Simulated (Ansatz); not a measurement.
**Question.** Name a neutral molecule of Al, C and H with ideal-gas entropy at 298 K and 1 bar (rigid rotor, harmonic PBE0-D4/def2-TZVP) between 288 and 304 J/(mol·K) and size of the dipole moment (B3LYP/def2-TZVPP) between 0.05 and 0.35 D (Ansatz, PBE0-D4/def2-TZVP geometry).

**Answer.** `[CH2]1[AlH][AlH]1` (301 J/(mol·K), 0.25 D); `C1[CH2][AlH][CH2]1` (300 J/(mol·K), 0.05 D). Other molecules can fit too; these were computed, each in one conformer that needn't be the lowest.

B3LYP here is the variant with VWN-RPA as its local correlation; programs differ in this.
